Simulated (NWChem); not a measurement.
System meant: C4H2FI; SMILES C#C/C=C(\F)I

Here is an NWChem input.

```
start job
memory heap 200 mb stack 900 mb global 1100 mb
geometry units angstroms noautoz
  C      0.271671     4.199719     0.000000
  C      0.463860     3.001311     0.000000
  C      0.723722     1.607895     0.000000
  C     -0.251560     0.684932     0.000000
  F     -1.525514     1.004624     0.000000
  I      0.092080    -1.373348     0.000000
  H      0.095096     5.259671     0.000000
  H      1.760702     1.263167     0.000000
end
basis spherical
  * library def2-svp
end
dft
  xc xpbe96 cpbe96
  iterations 150
  mulliken
end
task dft energy
```

End of the output:

```
             Grid Information
             ----------------
          Grid used for XC integration:  medium
          Radial quadrature: Mura-Knowles
          Angular quadrature: Lebedev.
          Tag              B.-S. Rad. Rad. Pts. Rad. Cut. Ang. Pts.
          ---              ---------- --------- --------- ---------
          C                   0.70       49          13.0       434
          F                   0.50       49          11.0       434
          I                   1.40      123          15.0       590
          H                   0.35       45          15.0       434
          Grid pruning is: on
          Number of quadrature shells:   458
          Spatial weights used:  Erf1

          Convergence Information
          -----------------------
          Convergence aids based upon iterative change in
          total energy or number of iterations.
          Levelshifting, if invoked, occurs when the
          HOMO/LUMO gap drops below (HL_TOL):  1.00D-02
          DIIS, if invoked, will attempt to extrapolate
          using up to (NFOCK): 10 stored Fock matrices.

                    Damping( 0%)  Levelshifting(0.5)       DIIS
                  --------------- ------------------- ---------------
          dE  on:    start            ASAP                start
          dE off:    2 iters        150 iters           150 iters

      Screening Tolerance Information
      -------------------------------
          Density screening/tol_rho:  1.00D-10
          AO Gaussian exp screening on grid/accAOfunc:  14
          CD Gaussian exp screening on grid/accCDfunc:  20
          XC Gaussian exp screening on grid/accXCfunc:  20
          Schwarz screening/accCoul:  1.00D-08

      Superposition of Atomic Density Guess
      -------------------------------------

      charge =      53.0 I (Iodine)

      symmetry species            s     p     d     f
      number of basis functions =10     7     6
      number of cont. functions = 4     4     2
      number of closed shells   = 5     3     2
      number of open shells     = 0     1     0
      open shell occupation     = 0     5     0
 ------------------------------------------------------------------------
 atomscf:atomd: error in atom scf                   0
 ------------------------------------------------------------------------
 ------------------------------------------------------------------------
  current input line :
    21: task dft energy
 ------------------------------------------------------------------------
 ------------------------------------------------------------------------
 This error has not yet been assigned to a category
 ------------------------------------------------------------------------
 For more information see the NWChem manual at https://nwchemgit.github.io

0:atomscf:atomd: error in atom scf:Received an Error in Communication
```

What is wrong, and how is it mended?

The program stopped with an error. Cause: the def2 basis of a heavy element holds valence functions alone and wants its effective core potential (without it all electrons must fit into that basis). This input runs:
```
start job
memory heap 200 mb stack 900 mb global 1100 mb
geometry units angstroms noautoz
  C      0.271671     4.199719     0.000000
  C      0.463860     3.001311     0.000000
  C      0.723722     1.607895     0.000000
  C     -0.251560     0.684932     0.000000
  F     -1.525514     1.004624     0.000000
  I      0.092080    -1.373348     0.000000
  H      0.095096     5.259671     0.000000
  H      1.760702     1.263167     0.000000
end
basis spherical
  * library def2-svp
end
ecp
  I library def2-ecp
end
dft
  xc xpbe96 cpbe96
  iterations 150
  mulliken
end
task dft energy
```
It converges to -550.57551 Ha (PBE/def2-SVP with def2 effective core potentials on I).
